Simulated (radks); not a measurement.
Species: Hg51+. Configuration: [Ar] 3d10 4s1. All-electron calculation, scalar-relativistic Kohn-Sham, exchange-only LDA, spin-polarised, spherical densities, point nucleus; open shells are filled with parallel spins first (spin-orbit coupling, left out, can overturn this in heavy ions). Program: a radial shooting solver on a logarithmic mesh with Libxc functionals.

Unscreened Slater integrals over Kohn-Sham orbitals (hartree). They are taken over the spin-up orbitals. Empty in this configuration: 4p.

integral     value
F0(4s,4s)   2.5661
F0(4s,3d)   3.2099
G2(4s,3d)  0.31361
F0(4s,3p)   3.1509
G1(4s,3p)  0.32842
F0(4s,3s)   3.1507
G0(4s,3s)  0.25107
F0(4s,4p)   2.5324
G1(4s,4p)   1.7011
F0(3d,3d)   5.6588
F2(3d,3d)   2.9021
F4(3d,3d)   1.8716
F0(3d,3p)   5.2802
F2(3d,3p)   2.5396
G1(3d,3p)   2.7552
G3(3d,3p)   1.8285
F0(3d,3s)   5.2841
G2(3d,3s)   2.1717
F0(3d,4p)   3.1599
F2(3d,4p)  0.93641
G1(3d,4p)  0.30439
G3(3d,4p)  0.31010
F0(3p,3p)   5.0605
F2(3p,3p)   2.5324
F0(3p,3s)   5.0562
G1(3p,3s)   3.3040
F0(3p,4p)   3.1023
F2(3p,4p)  0.99996
G0(3p,4p)  0.27383
G2(3p,4p)  0.32962
F0(3s,3s)   5.0623
F0(3s,4p)   3.0984
G1(3s,4p)  0.29215
F0(4p,4p)   2.5020
F2(4p,4p)   1.2946
